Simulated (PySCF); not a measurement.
Br²³⁺: ionisation energy

Br²³⁺ [Ne] 3s2 (1S) → Br²⁴⁺ [Ne] 3s1 (2S), as a difference of total energies. Calculation: PySCF 2.14, in an uncontracted even-tempered set (18 s from 2.7 bohr⁻², ratio 2.5; 11 p from 3.5 bohr⁻², ratio 2.5; 5 d from 13 bohr⁻², ratio 2.7; 4 f from 20 bohr⁻², ratio 2.7); scalar relativity by spin-free X2C-1e. Correlated levels: outer shells: 1s2 frozen; virtual orbitals above 40 to 60 times the deepest correlated orbital energy dropped. The calculations carry no spin-orbit coupling.

```json
{"method": "UHF", "ionisation energy (eV)": "1065.7"}
{"method": "LDA", "ionisation energy (eV)": "1069.0"}
{"method": "PBE", "ionisation energy (eV)": "1069.8"}
{"method": "PBE0", "ionisation energy (eV)": "1069.1"}
{"method": "r2SCAN", "ionisation energy (eV)": "1066.2"}
{"method": "PW91", "ionisation energy (eV)": "1070.2"}
{"method": "B3LYP", "ionisation energy (eV)": "1069.4"}
{"method": "MP2 (outer shells)", "ionisation energy (eV)": "1068.5"}
{"method": "SCS-MP2 (outer shells)", "ionisation energy (eV)": "1068.8"}
```

Problem. How much does correlation contribute at MP2 (outer shells)?

Solution. 1068.5 − (1065.7) = 2.8 eV, measured against UHF.

Breit and QED terms and the two-electron picture change are absent.

For comparison: 1070.6 ± 1.4 eV (semi-empirical (NIST evaluation); NIST Atomic Spectra Database, ionization energies).
